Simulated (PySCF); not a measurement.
PySCF input for CH8N2OSi, SMILES CN[Si@@H](N)O, HF/pcSseg-1. Geometry: B3LYP-D3(BJ)/def2-SVP. The structure was generated by enumeration; whether it is a known compound was not checked. Other conformers were not sampled.

```python
import numpy as np
from pyscf import gto, scf, dft
from pyscf.prop.nmr import rhf as nmr

mol = gto.M(
    atom='''
    C     2.04995675   -0.57576658    1.11123308
    N     1.17373833    0.18809246    0.24773643
    Si   -0.52482940   -0.01203423    0.05190303
    N    -1.13846307    1.51821625   -0.42146667
    O    -1.08553013   -1.01052507   -1.17214638
    H     1.45281066   -1.10210211    1.87328484
    H     2.76386610    0.06998658    1.65476212
    H     2.64238675   -1.34404678    0.57599770
    H     1.65697699    0.74037622   -0.45532045
    H    -0.96506823   -0.62703119    1.34366647
    H    -2.01868154    1.59738290   -0.91799952
    H    -0.88191110    2.37026389    0.06240106
    H    -1.16519426   -1.94171108   -0.93755020
    ''',
    basis='pcSseg-1',
    charge=0,
    spin=0,
    max_memory=1600,
    verbose=3,
)
mf = scf.RHF(mol)
mf.conv_tol = 1e-10
mf.max_cycle = 100
mf.kernel()
n = nmr.NMR(mf)
n.verbose = 2
n.max_cycle_cphf = 60
sigma = n.kernel()
print('atom   isotropic/ppm   span/ppm')
for i, s in enumerate(sigma):
    w = np.linalg.eigvalsh((s + s.T) / 2)
    print(f'{mol.atom_symbol(i):2s}{i + 1:3d} {w.mean():14.3f} {w[2] - w[0]:11.3f}')
```

It prints:

```
converged SCF energy = -515.272283324741
atom   isotropic/ppm   span/ppm
C   1        164.066      47.207
N   2        239.112      71.716
Si  3        430.950      63.209
N   4        253.009      60.628
O   5        285.226      45.634
H   6         29.237       9.862
H   7         29.150      13.088
H   8         29.211      13.301
H   9         31.251      19.261
H  10         27.680       7.854
H  11         30.933      20.037
H  12         31.256      19.458
H  13         30.066      21.225
```

The calculation finished and met its thresholds.
